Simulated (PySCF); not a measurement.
**Bonding in `O=C(C[SiH2]O)C(F)F`**

Species: C3H6F2O2Si.
Numbering: `[O:1]=[C:2]([CH2:3][SiH2:4][OH:5])[CH:6]([F:7])[F:8]` (hydrogens: H9, H10 on C3; H11, H12 on Si4; H13 on O5; H14 on C6)

Structure used (GFN2-xTB), in Å, numbered top down from 1:
```xyz
14
C3H6F2O2Si angstrom
O     -0.2015    1.3563   -0.9659
C     -0.6033    0.6969   -0.0278
C      0.1079    0.4909    1.2222
Si     1.6028   -0.6712    0.7413
O      2.2846   -0.0240   -0.5664
C     -1.9053   -0.1184   -0.1895
F     -1.6135   -1.4445   -0.1806
F     -2.7414    0.0928    0.8549
H      0.5605    1.4172    1.5660
H     -0.5108    0.0559    1.9972
H      2.5577   -0.5766    1.8360
H      1.0901   -2.0084    0.4772
H      1.8085    0.6152   -1.1048
H     -2.4369    0.1175   -1.1219
```

Bond orders from the PBE0/pcSseg-1 density (PySCF). One conformer (not necessarily the lowest) at the GFN2-xTB geometry, without solvent, vibrations or thermal averaging.

Problem. How far do the computed orders between heavy atoms stray from the drawn ones?

Solution. The largest departure is 0.221, at C3–Si4 (drawn single, 0.779). Drawn single, order below 0.88: C3–Si4 (0.779).

Problem. Set the Mayer orders of the bonds beside their lengths.

Solution. 
```json
{"bond": "O1–C2", "drawn as": "double", "length (Å)": "1.215", "Mayer order": "1.920"}
{"bond": "C2–C3", "drawn as": "single", "length (Å)": "1.453", "Mayer order": "1.037"}
{"bond": "C3–Si4", "drawn as": "single", "length (Å)": "1.954", "Mayer order": "0.779"}
{"bond": "Si4–O5", "drawn as": "single", "length (Å)": "1.611", "Mayer order": "1.076"}
{"bond": "C2–C6", "drawn as": "single", "length (Å)": "1.545", "Mayer order": "0.923"}
{"bond": "C6–F7", "drawn as": "single", "length (Å)": "1.358", "Mayer order": "0.943"}
{"bond": "C6–F8", "drawn as": "single", "length (Å)": "1.354", "Mayer order": "0.948"}
{"bond": "C3–H9", "drawn as": "single", "length (Å)": "1.087", "Mayer order": "0.927"}
{"bond": "C3–H10", "drawn as": "single", "length (Å)": "1.083", "Mayer order": "0.930"}
{"bond": "Si4–H11", "drawn as": "single", "length (Å)": "1.456", "Mayer order": "0.912"}
{"bond": "Si4–H12", "drawn as": "single", "length (Å)": "1.456", "Mayer order": "0.909"}
{"bond": "O5–H13", "drawn as": "single", "length (Å)": "0.962", "Mayer order": "0.907"}
{"bond": "C6–H14", "drawn as": "single", "length (Å)": "1.099", "Mayer order": "0.942"}
```

By pair of heavy elements: C–C: lowest C2–C6 (0.923, 1.545 Å), highest C2–C3 (1.037, 1.453 Å). C–F: all 2 within 0.02 of one another (0.943 to 0.948).

Problem. Sum the orders of all bonds at each heavy atom with more than one neighbour and set the sums beside the valence in the SMILES.

Solution. C2 3.880 (drawn 4), C3 3.673 (drawn 4), Si4 3.676 (drawn 4), O5 1.983 (drawn 2), C6 3.756 (drawn 4). Orders between atoms that aren't bonded are not in these sums.

Mayer orders depend on the basis set.
